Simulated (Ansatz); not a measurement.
Frontier orbitals of `[SiH3][SiH2][SiH2][GeH2][SiH2][GeH3]`.

Total charge 0; spin multiplicity 1. Correlated methods include outer-core shells of Ge, which these sets cover unevenly. Scalar relativity is left out up to krypton. All single points use the PBE0-D4/def2-TZVP geometry. It is one conformer, not always the lowest. Basis def2-TZVPP, Ansatz 0.2.0.

Orbital energies of one run (eV). Highest occupied ones, from the top: -7.40, -7.51, -7.88, -8.23, -8.67, -9.04, -9.15, -9.33, -9.41, -9.51, -9.76, -10.01, -10.25, -12.83. Empty: -0.94, -0.74, -0.63, -0.40, -0.26, -0.18.

Task: Which functional gave them?
A. ωB97X-V
B. r2SCAN
C. HSE06 (plane-wave form)
D. r2SCAN0

Result: C. HOMO energies: HSE06 -7.40, r2SCAN -7.03, r2SCAN0 -7.94, ωB97X-V -9.92 eV.
